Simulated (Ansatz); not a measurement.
Frontier orbitals of CH₆B₂GeS, SMILES `SB[B]1[CH2][GeH2]1`.

```xyz
11

S     0.1400   -3.0801    0.0949
B    -0.5272   -1.4466    0.3195
B     0.3949   -0.1154    0.0622
C     1.0075    1.0805    0.6734
Ge   -0.1717    1.3905   -1.1174
H    -0.9765   -3.8013    0.2948
H    -1.6891   -1.3404    0.5861
H     0.9010    1.3018    1.7339
H     1.7823    1.6885    0.2075
H     0.7506    2.3956   -1.8167
H    -1.6120    1.9270   -1.0383
```

The species carries charge 0 and has multiplicity 1. Correlated methods include outer-core shells of Ge, which these sets cover unevenly. Scalar relativity is left out up to krypton. All single points use the PBE0-D4/def2-TZVP geometry. It is one conformer, not always the lowest. Basis def2-TZVPP, the Gaussian-basis code of Ansatz.

Orbital energies of one run (eV). Highest occupied ones, from the top: -5.57, -6.74, -7.26, -7.62, -8.16, -8.41, -10.21, -10.56, -10.94, -12.44, -13.42, -17.70, -18.45, -29.62. Empty: -2.43, -1.89, -1.01, -0.15, 0.07, 1.07.

(1) Which functional gave them?
A. PBE0
B. HSE06 (plane-wave form)
C. ωB97M-V
D. revPBE

## Answers

(1) D. HOMO energies: revPBE -5.57, HSE06 -6.16, ωB97M-V -8.52, PBE0 -6.54 eV.
